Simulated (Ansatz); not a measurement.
Reaction (atomization): `[CH3][AlH][O][GaH2]` → Al• + C• + Ga• + 6 H• + O•

Isolated molecules relaxed with PBE0-D4/def2-TZVP in Ansatz; ΔE leaves out vibrations. CCSD(T)/CBS adds triple-zeta CCSD(T) − MP2 to the extrapolated MP2 energy (def2 sets, frozen cores). This one scheme is used for every species, atoms too. For atomizations the MP2-based limit and the directly extrapolated one differ by several kJ/mol either way, and by 10 to 25 for some Ge, Se and Sn compounds, so smaller differences from it don't rank the levels. DFT in def2-TZVPP. B3LYP here is the variant with VWN-RPA as its local correlation; programs differ in this. HSE06 is defined as in plane-wave codes. Open shells (•) are unrestricted, without spin–orbit coupling. Spin–orbit coupling would lower the free atoms: a little for Al, C, O; clearly for Ga. For Ga outer-core shells are correlated without core-valence functions, so the limit isn't a true one: a few kJ/mol of doubt a bond, and 10 to 20 or more in all where bonds break to atoms. Scalar relativity is left out up to krypton. Each species was taken in one conformer, which may not be the lowest.

```csv
level,ΔE (eV),difference from CCSD(T)/CBS
PBE-D4,33.56,-0.24
revPBE-D4,32.82,-0.98
BLYP-D4,33.22,-0.58
B97M-V,34.00,0.20
PBE0-D4,33.21,-0.59
r2SCANh-D4,33.59,-0.21
r2SCAN0-D4,33.32,-0.48
HSE06-D4,33.22,-0.58
BHLYP-D4,32.79,-1.01
CAM-B3LYP-D4,33.77,-0.03
ωB97X-V,33.78,-0.02
ωB97M-V,33.64,-0.16
B2PLYP,33.28,-0.52
PBE-QIDH,33.36,-0.44
PBE,33.38,-0.42
revPBE,32.33,-1.47
BLYP,32.83,-0.97
r2SCAN,33.74,-0.06
PBE0,33.05,-0.75
B3LYP,33.15,-0.65
r2SCANh,33.54,-0.26
r2SCAN0,33.26,-0.54
HSE06,33.08,-0.72
BHLYP,32.54,-1.26
CAM-B3LYP,33.61,-0.19
LC-ωPBE,33.56,-0.24
HF/def2-SVP,25.33,-8.47
MP2/def2-SVP,32.32,-1.48
CCSD/def2-SVP,31.74,-2.06
CCSD(T)/def2-SVP,31.99,-1.81
HF/def2-TZVPP,25.14,-8.66
MP2/def2-TZVPP,33.49,-0.31
SCS-MP2/def2-TZVPP,33.43,-0.37
CCSD/def2-TZVPP,32.71,-1.09
CCSD(T)/def2-TZVPP,33.10,-0.70
HF/def2-QZVPP,25.21,-8.59
MP2/def2-QZVPP,33.91,0.11
SCS-MP2/def2-QZVPP,33.93,0.13
HF/CBS(def2),25.22,-8.58
CCSD/CBS(def2),33.41,-0.39
CCSD(T)/CBS,33.80,0
```

Largest T1 diagnostic among the species: 0.018.

In def2-TZVPP, CCSD(T) changes the Hartree–Fock value by +7.96 eV (the triples alone add +0.39 eV) and MP2 by +8.35 eV; breaking electron pairs costs correlation energy, which Hartree–Fock lacks. From BLYP to BHLYP (50 % exact exchange), in def2-TZVPP and without D4, ΔE moves by −0.29 eV: exact exchange takes away binding that semilocal exchange gives to molecules. At CCSD(T), def2-SVP lies −1.81 eV from the extrapolated value and def2-TZVPP −0.70 eV: correlation converges slowly with the basis, and small sets miss more of it in the bonded molecule than in its fragments.
